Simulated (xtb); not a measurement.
CH6ClNSi3, SMILES [Si@H]1(Cl)C=N[Si@H]1[SiH3]. All values are semi-empirical tight-binding results from xtb (GFN2-xTB unless named), good for trends rather than for accurate numbers. The structure is a stationary point at GFN2-xTB. The structure was generated by enumeration; whether it is a known compound was not checked.

A frequency run showed that this geometry is not a minimum.

| Quantity | Value |
|---|---|
| orbital gap | 2.09 eV |
| dipole moment | 1.88 D |
| static polarisability (D4 model) | 111.3 bohr³ |
| solvation energy, GFN2-xTB/ALPB(water) | -2.6 kcal/mol |
| solvation energy, GFN2-xTB/ALPB(ch2cl2) | -5.7 kcal/mol |
